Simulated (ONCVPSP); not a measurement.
Logarithmic derivatives: selenium (Se), ONCV

* Element: Se (Z = 34)
* Generator: ONCVPSP 4.0.1
* Type: optimised norm-conserving Vanderbilt (ONCV)
* Functional: LDA (Perdew-Wang 92)
* Relativity: scalar-relativistic
* Frozen core: [Ne]
* Valence charge: 24
* Reference configuration: 3s2 3p6 3d10 4s2 4p4
* Partial waves: 3s+4s: rc 1.00 bohr, ncon 5, nbas 9, qcut 11.9 1/bohr, 2 projectors; 3p+4p: rc 1.05 bohr, ncon 4, nbas 8, qcut 14.1 1/bohr, 2 projectors; 3d: rc 1.00 bohr, ncon 4, nbas 8, qcut 14.6 1/bohr, local
* Local potential: the d channel
* Core correction: none

The phase is arctan(r·R′/R) of the radial function R(r), unwrapped; energies in Ha, scanned from -9 to 5 Ha. A pole is an energy at which the radial function vanishes at the test radius. The pseudo phase is shifted by a multiple of π to meet the all-electron one at the reference energy, and phase errors are pseudo minus all-electron; the curves can meet again beyond the range given. Levels narrower than the energy grid can be missing from the lists of poles.

Q: For each channel, where are the poles, and over which energies does the pseudopotential scatter like the atom?

A:

```
channel  radius (bohr)  reference energy (Ha)  poles, all-electron  poles, pseudo  unbroken range about the reference energy with phases within 0.05 rad  phase error 1 Ha above the reference energy (rad)
      s           1.02                  -0.64                -6.96   -7.01, -5.41                                                            -5.0 to 1.9                                             +0.005
      p           1.07                  -0.24                -4.88          -4.88                                                        the whole range                                             -0.000
      d           1.02                  -1.96                -0.87          -0.74                                                            -2.7 to 0.1                                             +0.018
```

Note: ghosts flagged at negative energy: s at -150.1 eV; no localised positive-energy state flagged. A true bound ghost makes a file unfit for plane-wave use.

Phases in the d channel:

| E (Ha) | all-electron | pseudo |
| --- | --- | --- |
| -8.96 | 1.240 | 1.258 |
| -8.60 | 1.228 | 1.248 |
| -8.24 | 1.216 | 1.237 |
| -7.88 | 1.201 | 1.225 |
| -7.52 | 1.185 | 1.211 |
| -7.16 | 1.167 | 1.195 |
| -6.80 | 1.146 | 1.177 |
| -6.44 | 1.121 | 1.155 |
| -6.08 | 1.092 | 1.130 |
| -5.72 | 1.057 | 1.099 |
| -5.36 | 1.012 | 1.060 |
| -5.00 | 0.956 | 1.011 |
| -4.64 | 0.880 | 0.945 |
| -4.28 | 0.775 | 0.851 |
| -3.92 | 0.621 | 0.712 |
| -3.56 | 0.382 | 0.488 |
| -3.20 | 0.020 | 0.126 |
| -2.84 | -0.437 | -0.372 |
| -2.48 | -0.846 | -0.828 |
| -2.12 | -1.129 | -1.128 |
| -1.76 | -1.314 | -1.313 |
| -1.40 | -1.441 | -1.433 |
| -1.04 | -1.534 | -1.518 |
| -0.68 | -1.607 | -1.581 |
| -0.32 | -1.667 | -1.631 |
| 0.04 | -1.721 | -1.673 |
| 0.40 | -1.770 | -1.710 |
| 0.76 | -1.819 | -1.742 |
| 1.12 | -1.867 | -1.773 |
| 1.48 | -1.919 | -1.803 |
| 1.84 | -1.976 | -1.832 |
| 2.20 | -2.040 | -1.862 |
| 2.56 | -2.114 | -1.892 |
| 2.92 | -2.203 | -1.925 |
| 3.28 | -2.313 | -1.960 |
| 3.64 | -2.449 | -1.998 |
| 4.00 | -2.620 | -2.040 |
| 4.36 | -2.828 | -2.088 |
| 4.72 | -3.066 | -2.143 |
